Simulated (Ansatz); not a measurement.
Single points on InH2(OH) (InOH3).

```yaml
crystal:
  periodic: [false, false, false]
  atoms:
    - {symbol: In, position_ang: [0.388639, 0.493067, -0.109106]}
    - {symbol: H, position_ang: [2.090418, 0.419948, -0.319170]}
    - {symbol: H, position_ang: [-0.782475, 1.761153, -0.110323]}
    - {symbol: O, position_ang: [-0.366180, -1.352389, 0.208915]}
    - {symbol: H, position_ang: [-1.330401, -1.321779, 0.329684]}
basis:
  gaussian: {orbitals: def2-TZVP, initial_orbitals: start.molden}
hamiltonian: {xc: pbe, dispersion: d4}
scf: {omitted_lower_state_checks: [starts]}
output: {orbitals: {seedname: orbitals}}
```

The file start.molden holds the orbitals of an earlier run on this structure, at another level or in another basis.

```sh
$ ansatz run in.yaml --threads 4 --pin off --events-out ev --progress --plain --max-ram 3916MiB
```

Shortened log:

```
Functional definition: PBE
  name "PBE"
  cite "Perdew, Burke & Ernzerhof, Phys. Rev. Lett. 77, 3865 (1996) doi:10.1103/PhysRevLett.77.3865"
  parent pbe
  parameter kappa = 0.804
  parameter beta = 0.06672455060314922
  exchange = pbe_x(kappa = kappa, mu = beta*pi^2/3)
  correlation = pbe_c(beta = beta)
these checks for a lower state are left out or cut short: starts
671 factors; their error is unknown
mean field evaluation 1: about -7268.1753 eV, gradient 6.6e0 eV
mean field evaluation 2: about -7268.2581 eV, gradient 1.2e-1 eV
mean field evaluation 4: about -7268.2514 eV, gradient 1.4e-4 eV
mean field -7268.25141933 eV, -267.1033130627 hartree, gradient 8.5e-6 eV, S^2 0.000000; 0 other end points of the search recorded, 0 dependent functions left out
reference -7268.25147432 eV, -267.1033150836 hartree; 16, 16 occupied and 83, 83 virtual orbitals, 671 factors
Total energy: -7268.30691207 eV, -267.1053523831 hartree
Checks for a lower state left out: starts
```

It took 0.45 s on 4 threads of Arm Neoverse V2 on a shared host.

The first input with `hamiltonian: {xc: {name: BLYP}, dispersion: d4}` (abridged; 0.5 s):

```
Functional definition: BLYP
mean field -7268.94300012 eV, -267.1287281877 hartree, gradient 1.7e-5 eV, S^2 0.000000
Total energy: -7269.06469653 eV, -267.1332004485 hartree
Checks for a lower state left out: starts
```

As the first input, with `hamiltonian: {xc: {name: PBE-QIDH}}`, `output: {forces: true}` (abridged; 1.7 s):

```
Functional definition: PBE-QIDH
mean field -7256.77686510 eV, -266.6816309723 hartree, gradient 3.4e-6 eV, S^2 0.000000
5 core orbitals not correlated: weight in the atoms' cores, before any rotation towards them, 1.000 or more for the frozen orbitals, at most 0.000 for the correlated occupied ones
second order -16.32114324 eV of doubles, -0.00000000 eV of singles
Total energy: -7262.21726015 eV, -266.8815618027 hartree
Atom 0 force    -0.157180    -0.490033     0.078937 eV/Å
Atom 1 force    -0.298666     0.051488     0.032144 eV/Å
Atom 2 force     0.226856    -0.223782    -0.002359 eV/Å
Atom 3 force    -0.558704     0.725876    -0.014465 eV/Å
Atom 4 force     0.787694    -0.063549    -0.094257 eV/Å
Dipole moment:    -0.114240     0.428407    -0.036486 e Å
Checks for a lower state left out: starts
```

First input, but with `gaussian: {orbitals: def2-SVP, initial_orbitals: start.molden}`, `hamiltonian: {xc: pbe0, dispersion: d4}` (abridged; 0.35 s):

```
Functional definition: PBE0
mean field -7265.20700002 eV, -266.9914327166 hartree, gradient 1.3e-5 eV, S^2 0.000000
Total energy: -7265.25341998 eV, -266.9931386186 hartree
Checks for a lower state left out: starts
```

The first input with `hamiltonian: {xc: pbe}`, `correlation: {method: rpa}` and without the key `output` (abridged; 0.85 s):

```
Functional definition: PBE
mean field -7268.25136813 eV, -267.1033111810 hartree, gradient 3.7e-6 eV, S^2 0.000000
5 core orbitals not correlated: weight in the atoms' cores, before any rotation towards them, 1.000 or more for the frozen orbitals, at most 0.000 for the correlated occupied ones
Total energy: -7254.71551938 eV, -266.6058779145 hartree
Checks for a lower state left out: starts
```

The first input with `correlation: {method: mp2}` and without the key `hamiltonian` (abridged; 0.4 s):

```
Functional definition: HF
mean field -7233.87661648 eV, -265.8400623579 hartree, gradient 8.6e-6 eV, S^2 0.000000
5 core orbitals not correlated: weight in the atoms' cores, before any rotation towards them, 1.000 or more for the frozen orbitals, at most 0.000 for the correlated occupied ones
second order -14.53289061 eV of doubles, -0.00000000 eV of singles
Total energy: -7248.40950708 eV, -266.3741362369 hartree
Checks for a lower state left out: starts
```

The first input with `hamiltonian: {xc: pbe0, dispersion: d4}` and without the key `scf` (abridged; 0.65 s):

```
Functional definition: PBE0
mean field evaluation 16: about -7268.1750 eV, gradient 1.4e-2 eV
mean field -7268.17495783 eV, -267.1005031543 hartree, gradient 1.5e-5 eV, S^2 0.000000; 1 other end points of the search recorded, 0 dependent functions left out
Total energy: -7268.22138401 eV, -267.1022092849 hartree
```

Geometry: PBE-D4/def2-TZVP.

In the def2 sets In takes a core potential; there is no spin–orbit coupling. Correlated methods freeze 5 core orbitals; core or outer-core shells of In are correlated, in sets that lack core-valence functions.
